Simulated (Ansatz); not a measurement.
**Abstraction of Cl: C2H6ClGa + CBrCl2 → C2H6Ga + CBrCl3**

Species: C2H6ClGa `C[CH2][GaH][Cl]`, singlet; CBrCl2 `Cl[C](Cl)Br`, doublet; C2H6Ga `C[CH2][GaH]`, doublet; CBrCl3 (bromotrichloromethane) `ClC(Cl)(Cl)Br`, singlet. A radical takes Cl: the energy is the difference in strength between the Ga–Cl bond broken and the C–Cl bond made.

Shapes, held fixed at every level: PBE0-D4/def2-TZVP. Flexible molecules stand in one conformer, not always the lowest. Programs: Ansatz 0.2.0. The zero-point and thermal change to 298 K, harmonic and unscaled (PBE0-D4/def2-TZVP), is -3.2 kJ/mol.

```csv
level,kind,ΔH(298 K) (kJ/mol),less CCSD(T)/def2-TZVPP,CPU time (sum over the molecules)
MP2/def2-SVP,perturbation theory,+165.9,-11.8,–
MP2/def2-TZVPP,perturbation theory,+163.2,-14.5,–
SPW92/def2-TZVPP,LDA,+158.2,-19.5,18 s
BHLYP-D4/def2-TZVPP,global hybrid,+194.4,+16.7,49 s
PBE0-D4/def2-TZVPP,global hybrid,+178.6,+0.9,45 s
r2SCAN0-D4/def2-TZVPP,global hybrid,+194.1,+16.4,83 s
CCSD(T)/def2-TZVPP,coupled cluster or CI,+177.7,0.0,31 min
```

The highest level, CCSD(T)/def2-TZVPP, gives ΔH(298 K) = +177.7 kJ/mol; the levels span +158.2 to +194.4. The column of differences is taken from that level and isn't an error. No measured value is set beside it here. Open shells run unrestricted. Relativity is left out for Br, Ga. Outer-core shells of Br, Ga are correlated in most correlated rows, in sets that cover them unevenly. Times are processor times on shared x86 and Arm servers, and rough.
